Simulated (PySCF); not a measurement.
CrHO, neutral, multiplicity 6. Atoms are numbered in the order given.

```xyz
3

Cr    -0.0083    -0.5117     0.0000
O      0.1114     1.3061     0.0000
H     -0.6909     1.8326     0.0000
```
Charge 0, spin multiplicity 6.

Geometry optimised at PBE0-D3(BJ)/def2-TZVP. The multiplicity is an assumed one; other spin states were not compared.

All values below come from PBE0-D3(BJ)/def2-TZVP (PySCF).

Frequencies are harmonic and unscaled.

Computed normal modes with their intensities:
```csv
mode,ν (cm⁻¹),IR (km/mol),moving atoms (share of kinetic energy)
1,627,170.0,"H 80 %, O 19 %"
2,657,98.5,"O 62 %, Cr 24 %, H 14 %"
3,3886,63.6,H 94 %
```
